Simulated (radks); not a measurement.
Q: All-electron atom: Cd2+ in [Kr] 4d10 (the NIST ground configuration). Method: Dirac Kohn-Sham, PBE, spin-unpolarised, spherical densities, finite nucleus; Fermi nuclear charge, rms radius 4.6087 fm; computed with a radial shooting solver on a logarithmic mesh with Libxc functionals. Some entries of the table are withheld. Estimate them.

orbital,occ.,eigenvalue (Ry),<r^2> (bohr^2)
1s1/2,2,-1949.707,0.001250
2s1/2,2,-290.5514,0.02037
2p1/2,2,-270.5870,0.01520
2p3/2,4,-256.4410,0.01652
3s1/2,2,-55.28034,0.1468
3p1/2,2,-47.27840,(1)
3p3/2,4,-44.75219,(2)
3d3/2,4,-30.59138,0.1318
3d5/2,6,-30.07809,0.1344
4s1/2,2,(3),(4)
4p1/2,2,-6.60560,(5)
4p3/2,4,-6.17827,(6)
4d3/2,4,-2.26892,(7)
4d5/2,6,-2.21623,(8)

A: 
(1) 3p1/2 <r^2> (bohr^2): 0.1420
(2) 3p3/2 <r^2> (bohr^2): 0.1508
(3) 4s1/2 eigenvalue (Ry): -9.16874
(4) 4s1/2 <r^2> (bohr^2): 0.8767
(5) 4p1/2 <r^2> (bohr^2): 1.010
(6) 4p3/2 <r^2> (bohr^2): 1.078
(7) 4d3/2 <r^2> (bohr^2): 1.851
(8) 4d5/2 <r^2> (bohr^2): 1.902
